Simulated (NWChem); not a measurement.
**Atomisation of H3NSSn**

```
Sn
N 1 2.0522
H 2 1.0238 1 122.92
H 2 1.0246 3 111.15 1 180.00
S 1 2.4973 2 92.63 3 180.00
H 5 1.3626 1 92.43 2 180.00
```
Charge 0, spin multiplicity 1.

The numbers come from NWChem runs, not from measurements. All single points use one geometry, from PBE/def2-SVP with def2 effective core potentials on Sn, a minimum by its harmonic frequencies. It is one conformer; others weren't searched.

Basis set: def2-TZVP. The atomisation energy is electronic alone: no zero-point, thermal, spin-orbit or counterpoise terms. No value is extrapolated to the basis-set limit. Free atoms are single determinants with multiplicities Sn 3, N 4, H 2, S 3.

Effective core potentials replace the inner electrons of Sn; spin-orbit coupling is left out. B3LYP has NWChem's definition, with VWN1-RPA local correlation. The structure started from a generated list of species. The stability of the SCF solutions was not checked.

### Question
For the atomisation energy, r2SCAN gives 420.5 kcal/mol and BHandHLYP gives 400.0 kcal/mol. What do B3LYP, PBE, PBE0 give?

### Answer
B3LYP: 419.6 kcal/mol; PBE: 431.3 kcal/mol; PBE0: 416.5 kcal/mol.
